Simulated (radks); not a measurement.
The numbers below are computed, except where a source is named.
S, configuration [Ne] 3s2 3p4. Code: a radial shooting solver on a logarithmic mesh with Libxc functionals. Model: Dirac Kohn-Sham, PW91, spin-unpolarised, spherical densities, finite nucleus; open shells fill j = l - 1/2 first; Fermi nuclear charge, rms radius 3.2611 fm. Some entries of the table are withheld. Estimate them.

| orbital | occ. | eigenvalue (Ry) | <1/r> (bohr^-1) |
|---|---|---|---|
| 1s1/2 | 2 | -176.8836 | 15.66 |
| 2s1/2 | 2 | -15.56243 | 3.068 |
| 2p1/2 | 2 | -11.57591 | (1) |
| 2p3/2 | 4 | -11.48294 | (2) |
| 3s1/2 | 2 | (3) | 0.8143 |
| 3p1/2 | 2 | -0.52194 | (4) |
| 3p3/2 | 2 | -0.51574 | (5) |

Answer. 
(1) 2p1/2 <1/r> (bohr^-1): 2.974
(2) 2p3/2 <1/r> (bohr^-1): 2.953
(3) 3s1/2 eigenvalue (Ry): -1.27086
(4) 3p1/2 <1/r> (bohr^-1): 0.6638
(5) 3p3/2 <1/r> (bohr^-1): 0.6602
